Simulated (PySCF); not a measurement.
C₂H₁₂OSi₃, SMILES O[Si@@H]([SiH3])CC[SiH3]. Atoms are numbered in the order given.

```xyz
18

O     -0.6412     0.0582    -1.5793
Si    -0.8848     0.1687     0.0761
Si    -2.6529    -1.2892     0.5601
C      0.6594    -0.3330     1.0390
C      1.8527     0.6266     0.9528
Si     2.5817     0.9185    -0.7657
H     -0.1133     0.7555    -1.9827
H     -1.2402     1.5778     0.4601
H     -2.9440    -1.2613     2.0293
H     -2.2852    -2.6905     0.1851
H     -3.8950    -0.9027    -0.1766
H      0.3533    -0.4623     2.0937
H      0.9439    -1.3401     0.6855
H      2.6844     0.2629     1.5825
H      1.5842     1.6164     1.3629
H      1.6509     1.7328    -1.6171
H      3.8593     1.6854    -0.6536
H      2.8426    -0.3722    -1.4714
```
Charge 0, spin multiplicity 1.

Geometry optimised at PBE0-D3(BJ)/def2-SVP. The structure was generated by enumeration; whether it is a known compound was not checked. Other conformers were not sampled.

Two levels are set side by side: PBE/pcSseg-1 (PySCF) and PBE0/pcSseg-1 (PySCF). GIAO shifts against H2O (¹⁷O), TMS (²⁹Si), TMS (¹H), TMS (¹³C) at the same level; non-relativistic, no solvent, atoms listed together averaged. Differences are taken from unrounded values.

```
quantity                PBE0     PBE  PBE minus PBE0
--------------------  ------  ------  --------------
δ(¹⁷O) of O1 (ppm)      36.7    48.4            11.7
δ(²⁹Si) of Si2 (ppm)    10.0    11.6             1.6
δ(²⁹Si) of Si3 (ppm)  -108.7  -114.8            -6.1
δ(¹³C) of C4 (ppm)      19.4    22.6             3.1
δ(¹³C) of C5 (ppm)       7.6     9.6             2.0
δ(²⁹Si) of Si6 (ppm)   -58.5   -61.7            -3.2
δ(¹H) of H7 (ppm)       1.11    0.92           -0.19
δ(¹H) of H8 (ppm)       5.62    5.93            0.31
```

Rough cost on one machine, each run with all the roots and properties that it gave: PBE0 against PBE within a factor of 2.
